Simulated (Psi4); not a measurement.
A dimer, H2 ··· H2 (SMILES [H][H] and [H][H]); the first 2 atoms form monomer A.

```
4

H      0.3719     0.0000     0.0000
H     -0.3719     0.0000     0.0000
H      2.7121    -0.0182     0.0825
H      2.4540    -0.0704     0.7782
```

Q: What interaction energy does SAPT0/jun-cc-pVDZ, frozen core run with Psi4 1.11 give, and which attractive term is the largest?

A: Total 0.87 kcal/mol: electrostatics -0.57, exchange 2.01, induction -0.24, dispersion -0.33. The most attractive term is electrostatics.
